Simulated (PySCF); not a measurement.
**Core-level binding energies of trimethoxysilane**

Compound: trimethoxysilane, C₃H₁₀O₃Si.
SMILES with atom numbers: `[CH3:1][O:2][SiH:3]([O:4][CH3:5])[O:6][CH3:7]`

Computed, not measured: delta-SCF UKS SCAN, pcX-2 on the ionised atom, pcseg-1 elsewhere, spin-free X2C in PySCF 2.14.0. These are vertical core ionisation energies against the vacuum level, from separate self-consistent calculations with and without the core hole.

Problem. What binding energy does each computed site have?

Solution. 
| atom(s) | environment | level | binding energy (eV) | 2p1/2 (eV) | count |
| --- | --- | --- | --- | --- | --- |
| C1/C5/C7 | methoxy carbon | C 1s | 292.36 | – | 3 |
| O2/O4/O6 | silyl ether oxygen | O 1s | 538.04 | – | 3 |
| Si3 | oxygen-bound silicon | Si 2p3/2 | 107.77 | 108.40 | 1 |
| Si3 | oxygen-bound silicon | Si 1s | 1847.97 | – | 1 |

Problem. Which photon energy gives electrons from C 1s of C1/C5/C7 a kinetic energy of 50 eV, and what is their de Broglie wavelength?

Solution. hν = 292.36 + 50 = 342.36 eV, recoil neglected; λ = 12.264 Å/√(E/eV) = 1.73 Å.

Problem. Which effective nuclear charge Zeff reproduces each element's mean 1s value in the hydrogen-like formula E = 13.606 eV × Zeff²?

Solution. C (Z = 6): mean 292.4 eV, Zeff = 4.64, Z − Zeff = 1.36; O (Z = 8): mean 538.0 eV, Zeff = 6.29, Z − Zeff = 1.71; Si (Z = 14): mean 1848.0 eV, Zeff = 11.65, Z − Zeff = 2.35. Means run over the listed sites, weighted by atom count.

Atoms equivalent by their bonding share one computed value, that of the first of them. Spin–orbit and ligand-field terms were added within each 2p shell after the spin-free SCF. 2p1/2 minus 2p3/2 (ligand field included): Si 0.63 eV. One conformer (not necessarily the lowest) at the PBE0-D3(BJ)/def2-SVP geometry, without solvent, vibrations or thermal averaging.

Shape of the structure used: `[CH3:1][O:2][SiH:3]([O:4][CH3:5])[O:6][CH3:7]`: C1–O2–Si3–O4 166°, O2–Si3–O4–C5 48°, O2–Si3–O6–C7 168°.
